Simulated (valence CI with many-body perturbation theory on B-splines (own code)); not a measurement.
**From CI to CI+MBPT in Se21+**

Calculated by relativistic CI+MBPT: three valence electrons over a frozen Dirac-Fock core [Ne], radial functions for each j: 11 s, 11 p, 9 d, 7 f, 5 g, 2 h, 1 i, with the one-electron correlation potential Σ1, the two-electron term Σ2, the three-electron term Σ3, Breit, model QED; selected CI, second order for the rest (own B-spline code, finite nucleus).

No measured levels were compared; by estimate levels of excited configurations hold to 0.05 to 0.15 % of their energy, terms of the ground configuration to about 0.5 %.

Each rung adds one term. CI alone is the Dirac-Coulomb CI over the frozen core; QED comes last and gives the full result, which names the levels. Energies are above 3s²3p ²P°_1/2 on the same rung, in eV.

Names give the largest LS component (configuration and term), which can be under half, so a name can repeat, a term be missing and a line seem to break the LS rules; names also repeat where a configuration has a term twice.

| Level | CI alone |
| --- | --- |
| 3s²3p ²P°_3/2 | 9.27 |
| 3s3p² ⁴P_1/2 | 46.12 |
| 3s3p² ⁴P_3/2 | 50.81 |
| 3s3p² ⁴P_5/2 | 54.63 |
| 3s3p² ²D_3/2 | 64.07 |
| 3s3p² ²D_5/2 | 66.64 |
| 3s3p² ²P_1/2 | 74.12 |
| 3s3p² ²S_1/2 | 83.30 |
| 3s3p² ²P_3/2 | 84.94 |
| 3s²3d ²D_3/2 | 95.16 |
| 3s²3d ²D_5/2 | 96.45 |
| 3p³ ²D°_3/2 | 117.85 |
| 3p³ ²D°_5/2 | 121.89 |
| 3p³ ⁴S°_3/2 | 123.31 |
| 3s3p3d ⁴F°_3/2 | 128.52 |
| 3s3p3d ⁴F°_5/2 | 130.47 |

Question: What do these energies become with core correlation, Breit and QED?

Answer: 3s²3p ²P°_3/2 9.13 (-0.137); 3s3p² ⁴P_1/2 46.07 (-0.057); 3s3p² ⁴P_3/2 50.69 (-0.122); 3s3p² ⁴P_5/2 54.41 (-0.218); 3s3p² ²D_3/2 63.75 (-0.319); 3s3p² ²D_5/2 66.28 (-0.366); 3s3p² ²P_1/2 73.44 (-0.679); 3s3p² ²S_1/2 82.53 (-0.771); 3s3p² ²P_3/2 83.97 (-0.970); 3s²3d ²D_3/2 94.21 (-0.950); 3s²3d ²D_5/2 95.45 (-1.008); 3p³ ²D°_3/2 117.24 (-0.613); 3p³ ²D°_5/2 121.30 (-0.591); 3p³ ⁴S°_3/2 122.45 (-0.862); 3s3p3d ⁴F°_3/2 127.96 (-0.555); 3s3p3d ⁴F°_5/2 129.85 (-0.621).

Question: How does the ionisation energy move along the ladder, and which term matters most?

Answer: CI alone 893.68, + Σ1 894.52, + Σ2 894.33, + Σ3 894.28, + Breit 893.75, + QED 893.78 eV. The largest step is Σ1, 0.84 eV. NIST lists 887 ± 4 eV (semi-empirical).
